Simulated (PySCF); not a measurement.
PySCF input file for C₂H₅O, SMILES [CH2]OC, multiplicity 2, TDA-LC-ωPBE/def2-SVPD. Geometry optimised at B3LYP-D3(BJ)/def2-TZVP. The isomer is the one that the SMILES or the coordinates give; other isomers of the formula were not compared.

```python
import numpy as np
from pyscf import gto, scf, dft, tdscf

mol = gto.M(
    atom='''
    C     1.21329267   -0.16385816   -0.01294264
    O     0.00250987    0.05769671    0.54621109
    C    -1.09092537    0.06326201   -0.35981636
    H     1.34412049    0.04629836   -1.06851297
    H     2.03541656   -0.10865335    0.68363686
    H    -0.94977138    0.82785936   -1.13062154
    H    -1.20111979   -0.91469926   -0.83681576
    H    -1.98292852    0.29119813    0.21917867
    ''',
    basis='def2-SVPD',
    charge=0,
    spin=1,
    max_memory=1600,
    verbose=4,
)
mf = dft.UKS(mol, xc='lc_wpbe').density_fit(auxbasis='def2-universal-jkfit')
mf.grids.level = 3
mf.conv_tol = 1e-9
mf.max_cycle = 100
mf.kernel()
fine, coarse = mf.grids, dft.Grids(mol).set(level=1).build(with_non0tab=True)
for _ in range(3):  # follow internal instabilities
    mf.grids = coarse
    mo, _, stable, _ = mf.stability(return_status=True, nroots=4)
    mf.grids = fine
    if stable:
        break
    mf.kernel(mf.make_rdm1(mo, mf.mo_occ))
mf.grids = dft.Grids(mol).set(level=1).build(with_non0tab=True)  # coarser grid for the response kernel
td = tdscf.TDA(mf)
td.nstates = 10
td.conv_tol = 1e-4
td.positive_eig_threshold = 1e-6
td.kernel(x0=td.get_init_guess(mf, 15))
td.analyze()
```

Log of the run:

```
PySCF version 2.14.0

[INPUT] verbose = 4
[INPUT] num. atoms = 8
[INPUT] num. electrons = 25
[INPUT] charge = 0
[INPUT] spin (= nelec alpha-beta = 2S) = 1
[INPUT] symmetry False subgroup None
[INPUT] Mole.unit = angstrom
[INPUT] Symbol           X                Y                Z      unit          X                Y                Z       unit  Magmom
[INPUT]  1 C      1.213292670000  -0.163858160000  -0.012942640000 AA    2.292790855242  -0.309647045675  -0.024458044929 Bohr   0.0
[INPUT]  2 O      0.002509870000   0.057696710000   0.546211090000 AA    0.004742966908   0.109030980188   1.032189366300 Bohr   0.0
[INPUT]  3 C     -1.090925370000   0.063262010000  -0.359816360000 AA   -2.061550171640   0.119547872989  -0.679954375538 Bohr   0.0
[INPUT]  4 H      1.344120490000   0.046298360000  -1.068512970000 AA    2.540019604516   0.087491220417  -2.019196873846 Bohr   0.0
[INPUT]  5 H      2.035416560000  -0.108653350000   0.683636860000 AA    3.846379847804  -0.205325074017   1.291886434058 Bohr   0.0
[INPUT]  6 H     -0.949771380000   0.827859360000  -1.130621540000 AA   -1.794807789150   1.564427460058  -2.136565061134 Bohr   0.0
[INPUT]  7 H     -1.201119790000  -0.914699260000  -0.836815760000 AA   -2.269787445895  -1.728531087742  -1.581352603120 Bohr   0.0
[INPUT]  8 H     -1.982928520000   0.291198130000   0.219178670000 AA   -3.747191827389   0.550284713685   0.414187658646 Bohr   0.0

nuclear repulsion = 77.4093816396521
number of shells = 45
number of NR pGTOs = 143
number of NR cGTOs = 103
basis = def2-SVPD
ecp = {}


******** <class 'pyscf.df.df_jk.DFUKS'> ********
method = DFUKS
initial guess = minao
damping factor = 0
level_shift factor = 0
DIIS = <class 'pyscf.scf.diis.CDIIS'>
diis_start_cycle = 1
diis_space = 8
diis_damp = 0
SCF conv_tol = 1e-09
SCF conv_tol_grad = None
SCF max_cycles = 100
direct_scf = False
number electrons alpha = 13  beta = 12
XC library pyscf.dft.libxc version 7.1.2
    S. Lehtola, C. Steigemann, M. J. T. Oliveira, and M. A. L. Marques,  SoftwareX 7, 1–5 (2018)
XC functionals = lc_wpbe
    O. A. Vydrov and G. E. Scuseria,  J. Chem. Phys. 125, 234109 (2006)
radial grids:
    Treutler-Ahlrichs [JCP 102, 346 (1995); DOI:10.1063/1.469408] (M4) radial grids

becke partition: Becke, JCP 88, 2547 (1988); DOI:10.1063/1.454033
pruning grids: <function nwchem_prune>
grids dens level: 3
symmetrized grids: False
atomic radii adjust function: <function treutler_atomic_radii_adjust>
small_rho_cutoff = 0
Set gradient conv threshold to 3.16228e-05
tot grids = 91360
Create RSH-DF object <pyscf.df.df.DF object> for omega=0.4
******** <class 'pyscf.df.df.DF'> ********
auxbasis = auxmol.basis = def2-universal-jkfit
init E= -154.35609854348
  alpha nocc = 13  HOMO = -0.123846576563829  LUMO = 0.0658474563940397
  beta  nocc = 12  HOMO = -0.396726326528203  LUMO = -0.123846576563829

WARN: HOMO -0.123846576563829 >= LUMO -0.123846576563829

cycle= 1 E= -154.126819488346  delta_E= 0.229  |g|= 0.315  |ddm|= 2.21
  alpha nocc = 13  HOMO = -0.264026993833135  LUMO = 0.0869144031856011
  beta  nocc = 12  HOMO = -0.381177542547725  LUMO = 0.064751487604906
  HOMO = -0.264026993833  LUMO = 0.0647514876049  gap/eV = 8.94652
cycle= 2 E= -154.132107898422  delta_E= -0.00529  |g|= 0.324  |ddm|= 0.446
  alpha nocc = 13  HOMO = -0.294284611148316  LUMO = 0.0905564384627784
  beta  nocc = 12  HOMO = -0.443175314476131  LUMO = 0.0597925311384548
  HOMO = -0.294284611148  LUMO = 0.0597925311385  gap/eV = 9.63493
cycle= 3 E= -154.168511261013  delta_E= -0.0364  |g|= 0.0343  |ddm|= 0.218
  alpha nocc = 13  HOMO = -0.291273449770445  LUMO = 0.0925359212400343
  beta  nocc = 12  HOMO = -0.432868249462923  LUMO = 0.0663324489653889
  HOMO = -0.29127344977  LUMO = 0.0663324489654  gap/eV = 9.73095
cycle= 4 E= -154.169105318154  delta_E= -0.000594  |g|= 0.00986  |ddm|= 0.0445
  alpha nocc = 13  HOMO = -0.293830068495585  LUMO = 0.092352795527376
  beta  nocc = 12  HOMO = -0.435382559352282  LUMO = 0.0662777804453967
  HOMO = -0.293830068496  LUMO = 0.0662777804454  gap/eV = 9.79903
cycle= 5 E= -154.169193678378  delta_E= -8.84e-05  |g|= 0.00381  |ddm|= 0.0208
  alpha nocc = 13  HOMO = -0.293854110157211  LUMO = 0.0925339627710056
  beta  nocc = 12  HOMO = -0.434483707205895  LUMO = 0.0668806068211403
  HOMO = -0.293854110157  LUMO = 0.0668806068211  gap/eV = 9.81609
cycle= 6 E= -154.169210582048  delta_E= -1.69e-05  |g|= 0.00155  |ddm|= 0.00791
  alpha nocc = 13  HOMO = -0.29391306494552  LUMO = 0.0925430912891025
  beta  nocc = 12  HOMO = -0.434349216463813  LUMO = 0.06724880326282
  HOMO = -0.293913064946  LUMO = 0.0672488032628  gap/eV = 9.82772
cycle= 7 E= -154.169215796739  delta_E= -5.21e-06  |g|= 0.00058  |ddm|= 0.00558
  alpha nocc = 13  HOMO = -0.294139449054683  LUMO = 0.0925521010700732
  beta  nocc = 12  HOMO = -0.434419488838487  LUMO = 0.0671646981755054
  HOMO = -0.294139449055  LUMO = 0.0671646981755  gap/eV = 9.83159
cycle= 8 E= -154.169216360832  delta_E= -5.64e-07  |g|= 0.000203  |ddm|= 0.00163
  alpha nocc = 13  HOMO = -0.294078661130264  LUMO = 0.0925594837363573
  beta  nocc = 12  HOMO = -0.434378774495127  LUMO = 0.0672327286171015
  HOMO = -0.29407866113  LUMO = 0.0672327286171  gap/eV = 9.83178
cycle= 9 E= -154.169216423827  delta_E= -6.3e-08  |g|= 6.59e-05  |ddm|= 0.000563
  alpha nocc = 13  HOMO = -0.29408655595251  LUMO = 0.0925605138758434
  beta  nocc = 12  HOMO = -0.434384183040286  LUMO = 0.0672257199355588
  HOMO = -0.294086555953  LUMO = 0.0672257199356  gap/eV = 9.83181
cycle= 10 E= -154.169216425638  delta_E= -1.81e-09  |g|= 1.86e-05  |ddm|= 0.000248
  alpha nocc = 13  HOMO = -0.294085479606523  LUMO = 0.0925608620127112
  beta  nocc = 12  HOMO = -0.43438502652184  LUMO = 0.0672264998058867
  HOMO = -0.294085479607  LUMO = 0.0672264998059  gap/eV = 9.83180
cycle= 11 E= -154.169216426343  delta_E= -7.05e-10  |g|= 5.44e-06  |ddm|= 9.79e-05
  alpha nocc = 13  HOMO = -0.294085700718475  LUMO = 0.0925609545833059
  beta  nocc = 12  HOMO = -0.43438536163388  LUMO = 0.0672266332157641
  HOMO = -0.294085700718  LUMO = 0.0672266332158  gap/eV = 9.83181
Extra cycle  E= -154.169216426393  delta_E= -4.96e-11  |g|= 2.86e-06  |ddm|= 1.7e-05
converged SCF energy = -154.169216426393  <S^2> = 0.75406845  2S+1 = 2.0040643
tot grids = 27904
uhf_internal: lowest eigs of H = [0.38782287 0.44413795 0.45464387 0.48470016]
<class 'pyscf.df.df_jk.DFUKS'> wavefunction is stable in the internal stability analysis
tot grids = 27904
Overwritten attributes  positive_eig_threshold  of <class 'pyscf.tdscf.uks.TDA'>


******** <class 'pyscf.tdscf.uks.TDA'> for <class 'pyscf.df.df_jk.DFUKS'> ********
nstates = 10
deg_eia_thresh = 1.000e-03
wfnsym = None
conv_tol = 0.0001
eigh lindep = 1e-12
eigh level_shift = 0
eigh max_cycle = 100


Excitation energies (eV)
[5.35668765 6.12889118 6.55094598 6.77471721 6.98332618 7.0739957
 7.55212068 7.70438766 8.05537768 8.47010075]

** Excitation energies and oscillator strengths **
Excited State   1:      5.35669 eV    231.46 nm  f=0.0267
      13a ->   14a      0.80603
      13a ->   15a      0.48102
      13a ->   16a      0.12913
      13a ->   18a      0.21400
Excited State   2:      6.12889 eV    202.29 nm  f=0.0016
      13a ->   15a      0.43035
      13a ->   16a     -0.63364
      13a ->   17a     -0.25114
      13a ->   18a     -0.46912
      13a ->   19a     -0.20798
      13a ->   25a     -0.10480
      13a ->   29a     -0.12699
Excited State   3:      6.55095 eV    189.26 nm  f=0.0230
      13a ->   16a      0.11290
      13a ->   18a     -0.10526
      10b ->   13b      0.21453
      11b ->   13b      0.51388
      12b ->   13b     -0.75516
Excited State   4:      6.77472 eV    183.01 nm  f=0.0034
      13a ->   14a     -0.43818
      13a ->   15a      0.62307
      13a ->   16a      0.51487
      13a ->   17a     -0.16427
      13a ->   18a     -0.17259
      13a ->   19a      0.15146
      13a ->   22a      0.11040
      13a ->   29a      0.10173
      12b ->   13b      0.11111
Excited State   5:      6.98333 eV    177.54 nm  f=0.0312
      13a ->   14a      0.21032
      13a ->   15a     -0.25663
      13a ->   16a      0.16861
      13a ->   17a     -0.54465
      13a ->   18a     -0.12585
      13a ->   20a      0.10303
      13a ->   22a      0.11149
      13a ->   23a     -0.13218
      10b ->   13b      0.12684
      11b ->   13b      0.51192
      12b ->   13b      0.37767
Excited State   6:      7.07400 eV    175.27 nm  f=0.0209
      13a ->   14a     -0.24537
      13a ->   15a      0.18187
      13a ->   16a     -0.24818
      13a ->   17a      0.16134
      13a ->   18a      0.54480
      13a ->   19a     -0.24503
      13a ->   20a     -0.24603
      13a ->   24a      0.13793
      10b ->   13b      0.11895
      11b ->   13b      0.50883
      12b ->   13b      0.20949
Excited State   7:      7.55212 eV    164.17 nm  f=0.0258
      13a ->   15a      0.12616
      13a ->   17a     -0.53773
      13a ->   18a      0.50518
      13a ->   19a     -0.15788
      13a ->   20a      0.42179
      13a ->   21a      0.14197
      13a ->   23a     -0.17176
      13a ->   25a      0.12163
      11b ->   13b     -0.20671
      12b ->   13b     -0.27062
Excited State   8:      7.70439 eV    160.93 nm  f=0.0181
      13a ->   15a      0.14419
      13a ->   17a      0.45275
      13a ->   20a      0.75517
      13a ->   21a      0.12681
      13a ->   22a     -0.11728
      13a ->   25a      0.16304
      11b ->   13b      0.16232
      12b ->   13b      0.25309
Excited State   9:      8.05538 eV    153.91 nm  f=0.0106
      11a ->   16a     -0.12675
      13a ->   16a      0.40102
      13a ->   18a     -0.16810
      13a ->   19a     -0.79957
      13a ->   22a     -0.16872
      13a ->   25a     -0.10684
      13a ->   28a     -0.14746
      13a ->   30a      0.10990
Excited State  10:      8.47010 eV    146.38 nm  f=0.0525
      13a ->   20a      0.19655
      13a ->   21a     -0.89670
      13a ->   22a      0.17285
      13a ->   26a      0.21008

** Transition electric dipole moments (AU) **
state          X           Y           Z        Dip. S.      Osc.
  1         0.0824      0.4428     -0.0247      0.2035      0.0267
  2        -0.0517      0.0888      0.0204      0.0110      0.0016
  3         0.3638     -0.1035     -0.0086      0.1431      0.0230
  4        -0.0849     -0.1019      0.0561      0.0207      0.0034
  5        -0.3792      0.1172      0.1568      0.1821      0.0312
  6        -0.3377      0.0773     -0.0284      0.1208      0.0209
  7         0.2105      0.2829      0.1232      0.1395      0.0258
  8        -0.1780      0.2423     -0.0738      0.0958      0.0181
  9        -0.0650     -0.2222     -0.0101      0.0537      0.0106
 10         0.3274      0.0192      0.3813      0.2530      0.0525

** Transition velocity dipole moments (imaginary part, AU) **
state          X           Y           Z        Dip. S.      Osc.
  1         0.0135      0.0961     -0.0020      0.0094      0.0319
  2        -0.0014      0.0956      0.0024      0.0092      0.0271
  3         0.0535     -0.0207      0.0221      0.0038      0.0105
  4        -0.0150     -0.0225      0.0059      0.0008      0.0021
  5        -0.0712      0.0173      0.0008      0.0054      0.0139
  6        -0.0623     -0.0065     -0.0175      0.0042      0.0108
  7         0.0133      0.0689      0.0483      0.0073      0.0175
  8        -0.0177      0.0243     -0.0418      0.0027      0.0062
  9        -0.0191     -0.0481      0.0021      0.0027      0.0060
 10         0.0818      0.0002      0.0697      0.0116      0.0248

** Transition magnetic dipole moments (imaginary part, AU) **
state          X           Y           Z
  1        -0.2221      0.0464     -0.5022
  2         0.3043     -0.0378      0.2053
  3         0.6446     -0.2059     -0.0735
  4         0.0560      0.0796     -0.1886
  5         0.3621      0.2031     -0.0880
  6         0.3389      0.1034     -0.1064
  7        -0.2759     -0.1238     -0.1528
  8        -0.1752      0.1397     -0.2056
  9         0.0728     -0.0251      0.3929
 10         0.2307      0.1807     -0.0941
```

Self-consistency was reached.

Cost: roughly 120 core-seconds.
